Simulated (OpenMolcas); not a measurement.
Ni7+: effect of the basis set

```json
{
 "Program": "OpenMolcas 26.06",
 "Method": "SS-CASPT2, IPEA 0.25 Eh, imaginary shift 0.1 Eh (closed shells correlated: 3s 3p)",
 "Active space": "3 electrons in 5 orbitals (3d)",
 "State averaging": "2S+1 = 4 even, 10 roots; 2S+1 = 2 even, 40 roots",
 "Spin-orbit coupling": "state interaction with AMFI integrals over the reference wave functions, term energies averaged over their components"
}
```

A. ANO-RCC-VDZP [5s4p2d1f], DKH2, point nucleus; CASPT2 step of the order of 2.9 core-seconds
B. ANO-RCC-VTZP [6s5p3d2f1g], DKH2, point nucleus; CASPT2 step of the order of 14 core-seconds
C. ANO-L-VTZP [6s5p3d2f1g], non-relativistic, point nucleus; CASPT2 step about 17 core-seconds
D. ANO-R2 [6s5p4d2f1g], X2C, finite nucleus; CASPT2 step of the order of 9 core-seconds
E. ANO-RCC-VQZP [7s6p4d3f2g1h], DKH2, point nucleus; CASPT2 step of the order of 40 core-seconds
F. ANO-R3 [7s5p5d3f2g1h], X2C, finite nucleus; CASPT2 step about 16 core-seconds

Energies in cm⁻¹ above 3d³ ⁴F_3/2, the measured ground level; measured values from Corliss and Sugar, J. Phys. Chem. Ref. Data 10, 197 (1981).

| Level | A | B | C | D | E | F | Measured |
| --- | --- | --- | --- | --- | --- | --- | --- |
| 3d³ ⁴F_3/2 | 0.0 | 0.0 | 0.0 | 0.0 | 0.0 | 0.0 | 0.0 |
| 3d³ ⁴F_5/2 | 965 | 989 | 1029 | 961 | 950 | 960 | 1012 |
| 3d³ ⁴F_7/2 | 2240 | 2290 | 2380 | 2230 | 2210 | 2230 | 2184 |
| 3d³ ⁴F_9/2 | 3760 | 3850 | 4000 | 3750 | 3710 | 3740 | 3721 |
| 3d³ ⁴P_1/2 | 24560 | 24300 | 24660 | 24130 | 24230 | 23900 | 23261 |
| 3d³ ⁴P_3/2 | 24850 | 24580 | 24940 | 24420 | 24500 | 24180 | 23710 |
| 3d³ ⁴P_5/2 | 26050 | 25830 | 26250 | 25620 | 25700 | 25390 | 24669 |
| 3d³ ²G_7/2 | 27150 | 26520 | 27010 | 26530 | 26320 | 25960 |  |
| 3d³ ²G_9/2 | 28360 | 27740 | 28270 | 27720 | 27510 | 27150 |  |
| 3d³ ²D_3/2(1) [65 %] | 34910 | 34330 | 34830 | 34340 | 34140 | 33750 |  |
| 3d³ ²P_1/2 | 36980 | 35960 | 36540 | 35950 | 35750 | 35450 |  |
| 3d³ ²H_9/2 | 37500 | 36490 | 37200 | 36560 | 36300 | 35880 |  |
| 3d³ ²D_5/2(1) | 37770 | 37420 | 38030 | 37360 | 37110 | 36710 |  |
| 3d³ ²H_11/2 | 38330 | 37310 | 38040 | 37380 | 37110 | 36690 |  |
| 3d³ ²P_3/2 [64 %] | 39560 | 38800 | 39480 | 38710 | 38470 | 38160 |  |
| 3d³ ²F_7/2 | 60420 | 59150 | 60110 | 59170 | 58850 | 58320 |  |
| 3d³ ²F_5/2 | 60930 | 59670 | 60650 | 59680 | 59350 | 58830 |  |
| 3d³ ²D_5/2(2) | 93800 | 92500 | 93900 | 92610 | 92090 | 91360 |  |
| 3d³ ²D_3/2(2) | 94420 | 93130 | 94550 | 93220 | 92700 | 91970 |  |

Deviations, from unrounded energies. A percentage is the sum of absolute deviations over the sum of measured energies, with the sign that they share, or ± where signs differ.

| Against measurement | Levels | A | B | C | D | E | F |
| --- | --- | --- | --- | --- | --- | --- | --- |
| mean absolute deviation (cm-1) | 6 | 660 | 550 | 780 | 440 | 480 | 320 |
| fine structure of the ground term (%) | 3 | ±2.1 | ±3.7 | +7.1 | ±1.8 | ±1.4 | ±1.6 |
| other terms of the ground configuration (%) | 3 | +5.3 | +4.3 | +5.9 | +3.5 | +3.9 | +2.6 |

F lies closest to measurement on these levels and C furthest from it. The largest miss of F in the table is 3d³ ⁴P_5/2, by +720 cm-1. The ranking rests on the paired levels alone, and a cruder setting can come out closer through cancelling errors.

The two smallest mean deviations differ by little beside CASPT2's spread within terms, so their order carries little weight.

Among A to F the level of the table that moves most is 3d³ ²D_3/2(2), by 2600 cm-1 (lowest in F, highest in C). Moves below CASPT2's spread within the term are not significant.

CASPT2 breaks the degeneracy within a term, and the mean is taken; among the terms shown or strongly mixed into the levels shown the widest spread is 1100 cm-1 (3d³ ²H, D). The CASPT2 spread within a term exceeds the gap to the next term for 3d³ ²P and 3d³ ²H, so the order of their levels is uncertain (figures for A; the like holds for B, C, D, E, F). The basis is small and was not contracted for so high a charge (holds for A). Measured partners are found by configuration, term and J. A level has none where our copy of the source lacks it or the pairing is in doubt (some pairs that miss far off the trend of their configuration count as doubtful), and it then counts in no deviation. Levels of configurations outside the active space are missing.

A share in square brackets marks a mixed level and gives the weight of the term that names it, the lowest over the columns. A number in round brackets counts repeated terms of one configuration in the order of the reference energies.
